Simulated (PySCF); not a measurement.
# LDA on Er²⁺ (erbium, charge +2)

Configuration: [Xe] 4f12, one real determinant. Calculation: PySCF 2.14, in x2c-TZVPPall (11s7p7d4f2g, 113 functions); the spin-free X2C one-electron Hamiltonian (Gaussian nucleus).

| Property | Result |
| --- | --- |
| Total energy | -13076.33 hartree |
| One-electron energy | -17906.22 hartree |
| Hartree (Coulomb) energy | 5102.56 hartree |
| Exchange-correlation energy | -272.68 hartree |
| ⟨S²⟩ | 2.0010 |
| ⟨L²⟩ | 24.009 |
| Sum of ⟨r⟩ | 35.80 bohr |
| Sum of ⟨r²⟩ | 36.89 bohr² |
| Traceless quadrupole moment −½Σ⟨3z² − r²⟩ along its main axis | 0.249 e·bohr² |
| Langevin diamagnetic susceptibility | -29.2 ×10⁻⁶ cm³/mol |

```json
{"shell": "1s α", "electrons": "1", "mean orbital energy (hartree)": "-2100.70795", "spread (hartree)": "0", "rms radius, mean of both spins (bohr)": "0.0231"}
{"shell": "1s β", "electrons": "1", "mean orbital energy (hartree)": "-2100.70780", "spread (hartree)": "0", "rms radius, mean of both spins (bohr)": "0.0231"}
{"shell": "2s α", "electrons": "1", "mean orbital energy (hartree)": "-353.41987", "spread (hartree)": "0", "rms radius, mean of both spins (bohr)": "0.0936"}
{"shell": "2s β", "electrons": "1", "mean orbital energy (hartree)": "-353.41825", "spread (hartree)": "0", "rms radius, mean of both spins (bohr)": "0.0936"}
{"shell": "2p α", "electrons": "3", "mean orbital energy (hartree)": "-313.59267", "spread (hartree)": "0.00975", "rms radius, mean of both spins (bohr)": "0.0843"}
{"shell": "2p β", "electrons": "3", "mean orbital energy (hartree)": "-313.59142", "spread (hartree)": "0.00928", "rms radius, mean of both spins (bohr)": "0.0843"}
{"shell": "3s α", "electrons": "1", "mean orbital energy (hartree)": "-79.60931", "spread (hartree)": "0", "rms radius, mean of both spins (bohr)": "0.241"}
{"shell": "3s β", "electrons": "1", "mean orbital energy (hartree)": "-79.57725", "spread (hartree)": "0", "rms radius, mean of both spins (bohr)": "0.241"}
{"shell": "3p α", "electrons": "3", "mean orbital energy (hartree)": "-67.43153", "spread (hartree)": "0.05480", "rms radius, mean of both spins (bohr)": "0.241"}
{"shell": "3p β", "electrons": "3", "mean orbital energy (hartree)": "-67.39987", "spread (hartree)": "0.04252", "rms radius, mean of both spins (bohr)": "0.241"}
{"shell": "3d α", "electrons": "5", "mean orbital energy (hartree)": "-51.77542", "spread (hartree)": "0.05233", "rms radius, mean of both spins (bohr)": "0.221"}
{"shell": "3d β", "electrons": "5", "mean orbital energy (hartree)": "-51.75055", "spread (hartree)": "0.03841", "rms radius, mean of both spins (bohr)": "0.221"}
{"shell": "4s α", "electrons": "1", "mean orbital energy (hartree)": "-16.11676", "spread (hartree)": "0", "rms radius, mean of both spins (bohr)": "0.541"}
{"shell": "4s β", "electrons": "1", "mean orbital energy (hartree)": "-16.05070", "spread (hartree)": "0", "rms radius, mean of both spins (bohr)": "0.541"}
{"shell": "4p α", "electrons": "3", "mean orbital energy (hartree)": "-12.09117", "spread (hartree)": "0.08497", "rms radius, mean of both spins (bohr)": "0.575"}
{"shell": "4p β", "electrons": "3", "mean orbital energy (hartree)": "-12.02623", "spread (hartree)": "0.05922", "rms radius, mean of both spins (bohr)": "0.575"}
{"shell": "4d α", "electrons": "5", "mean orbital energy (hartree)": "-6.60450", "spread (hartree)": "0.09383", "rms radius, mean of both spins (bohr)": "0.630"}
{"shell": "4d β", "electrons": "5", "mean orbital energy (hartree)": "-6.54131", "spread (hartree)": "0.05727", "rms radius, mean of both spins (bohr)": "0.630"}
{"shell": "5s α", "electrons": "1", "mean orbital energy (hartree)": "-2.44747", "spread (hartree)": "0", "rms radius, mean of both spins (bohr)": "1.33"}
{"shell": "5s β", "electrons": "1", "mean orbital energy (hartree)": "-2.41700", "spread (hartree)": "0", "rms radius, mean of both spins (bohr)": "1.33"}
{"shell": "5p α", "electrons": "3", "mean orbital energy (hartree)": "-1.51297", "spread (hartree)": "0.03177", "rms radius, mean of both spins (bohr)": "1.59"}
{"shell": "5p β", "electrons": "3", "mean orbital energy (hartree)": "-1.49083", "spread (hartree)": "0.02176", "rms radius, mean of both spins (bohr)": "1.59"}
{"shell": "4f α", "electrons": "7", "mean orbital energy (hartree)": "-0.66874", "spread (hartree)": "0.08621", "rms radius, mean of both spins (bohr)": "0.944"}
{"shell": "4f β", "electrons": "5", "mean orbital energy (hartree)": "-0.61296", "spread (hartree)": "0.05056", "rms radius, mean of both spins (bohr)": "0.944"}
```

⟨L²⟩ = 24.01 against 30 for a pure H term, so this real determinant mixes terms. Spin-orbit coupling, absent here, splits the open shell strongly.

Densities and radii are taken from the X2C orbitals without a picture-change correction, which distorts them close to the nucleus.
